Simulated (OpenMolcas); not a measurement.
# Ho3+ in Cs2NaYBr6: curves along the breathing mode

Ho3+ with its 6 nearest bromide ions, on the Y site of Cs2NaYBr6 (a = 11.3047 Å, distance in the model lattice 2.765 Å). The rest of the host is ab initio model potentials to 7.6 Å, with orthogonalisation functions on the cations behind the ligands, and point charges beyond; the distance is set by hand and nothing relaxes. Ligand basis ANO-RCC-VDZP.

```
Program             : OpenMolcas
Method              : CASSCF
Basis               : ANO-RCC-VDZP [7s6p4d2f1g]
Scalar Hamiltonian  : DKH2, point nucleus
Active space        : 10 electrons in 7 orbitals (4f)
State averaging     : 2S+1 = 5 even, 35 roots (30 in the spin-orbit step); 2S+1 = 3 even, 106 roots kept (CI in the orbitals of an earlier block); 2S+1 = 1 even, 31 roots kept (CI in the orbitals of an earlier block)
Spin-orbit coupling : state interaction with AMFI integrals over the reference wave functions
```

Spin-free energies (labels of O, the rotations of Oh) in cm-1 above the lowest fitted minimum, as all ligands move together:

| R (Å) | 5A2 | 5T2 | 5E | 5T1 | 5A1 | 5T2(2) | 5T1(2) |
| --- | --- | --- | --- | --- | --- | --- | --- |
| 2.61 | 7140 | 7210 | 7280 | 7390 | 7400 | 7430 | 24880 |
| 2.672 | 2340 | 2400 | 2450 | 2550 | 2560 | 2590 | 20080 |
| 2.733 | 220 | 280 | 320 | 410 | 420 | 440 | 17970 |
| 2.795 | 380 | 420 | 460 | 540 | 550 | 570 | 18120 |
| 2.856 | 2520 | 2560 | 2600 | 2670 | 2680 | 2690 | 20270 |
| 2.918 | 6530 | 6570 | 6590 | 6660 | 6670 | 6680 | 24280 |
| 2.979 | 12150 | 12180 | 12200 | 12260 | 12270 | 12280 | 29890 |

Cubic fits give the following; the wavenumber is harmonic, with the mass of all moving ligands, small differences in it between states hang on the degree of the fit, a number in brackets counts states of one label, and the table is a selection of at most 14 states with clean curves.

| State | R0 (Å) | Breathing mode (cm-1) | Minimum (cm-1) |
| --- | --- | --- | --- |
| 5A2 | 2.760 | 202 | 0 |
| 5T2 | 2.760 | 202 | 50 |
| 5E | 2.761 | 202 | 90 |
| 5T1 | 2.761 | 202 | 180 |
| 5A1 | 2.761 | 202 | 190 |
| 5T2(2) | 2.761 | 202 | 210 |
| 5T1(2) | 2.760 | 202 | 17740 |
| 5A1(2) | 2.760 | 202 | 17800 |
| 5T2(3) | 2.760 | 202 | 17830 |
| 5A2(2) | 2.760 | 202 | 17860 |
| 3T1 | 2.760 | 202 | 21150 |
| 3T2 | 2.760 | 202 | 21150 |
| 3A2 | 2.760 | 202 | 21170 |
| 3T2(2) | 2.760 | 202 | 21170 |

For an f ion spin-orbit coupling outweighs the ligand field, so these spin-free curves are not those of observable levels.

High states are left out of the spin-orbit mixing, which shifts the levels that they would mix with. Without dynamic correlation the ligand-field splitting of an f shell can come out too small, at times by half. A group larger than the point group allows holds several states that coincide in this model. No measured value stands beside these numbers.
